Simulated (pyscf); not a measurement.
Structures and frequencies: ωB97X-D3(BJ)/def2-SVP in PySCF. Correlated levels are frozen-core, on RHF or UHF. ΔMP2 is the change of the MP2 total energy from the triple- to the quadruple-zeta basis.

Problem. PBE/def2-TZVP puts the barrier of `[Ga][AsH2]` [singlet] → `[GaH]=[AsH]` (hydrogen shift; singlet surface; As–H broken, Ga–H formed) at 37.9 kcal/mol and the reaction energy at +8.7 kcal/mol, from the reactant's lowest minimum found. What do B3LYP-D3(BJ)/def2-TZVP, M06-2X/def2-TZVP, CCSD(T)/def2-TZVPP + ΔMP2(QZVPP) give on the same structures?

Solution. B3LYP-D3(BJ): ΔE‡ = 42.7 kcal/mol, ΔE = +12.1 kcal/mol; M06-2X: ΔE‡ = 45.8 kcal/mol, ΔE = +9.6 kcal/mol; CCSD(T): ΔE‡ = 39.7 kcal/mol, ΔE = +8.8 kcal/mol. PBE's barrier lies under all of them, by 1.8 to 7.8 kcal/mol. Its reaction energy matches one of them and lies within 3.4 kcal/mol of the others. This is the saddle that the search found; another between the same sides may lie lower. A restricted solution here is unstable towards spin polarisation, so biradical character is likely and single-reference numbers are less safe. The CCSD(T) − MP2 part came from Ansatz, without density fitting, on the same reference. The frozen core leaves the outer d or s,p core shells of the metals and heavy elements correlated in the MP2 and CC values, and def2-TZVPP describes them poorly, which can shift differences by a few kcal/mol. Elements up to Kr have no core potential and no relativistic terms here.
